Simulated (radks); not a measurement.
Values are calculated unless marked as measured or tabulated.
Ionisation of Gd2+, [Xe] 4f7 5d1, to Gd3+, [Xe] 4f7, under several functionals. Scalar-relativistic Kohn-Sham, spin-polarised, spherical densities, finite nucleus; open shells are filled with parallel spins first (spin-orbit coupling, left out, can overturn this in heavy ions); a radial shooting solver on a logarithmic mesh with Libxc functionals. Known Delta-SCF values: HCTH/407 20.393 eV; RPBE 20.292 eV; PW91 20.433 eV. What does exchange-only PBE give, and what is its highest occupied eigenvalue?

Answer. 19.572 eV by Delta-SCF; the 5d eigenvalue is -15.049 eV. NIST: 20.54 eV (semi-empirical).
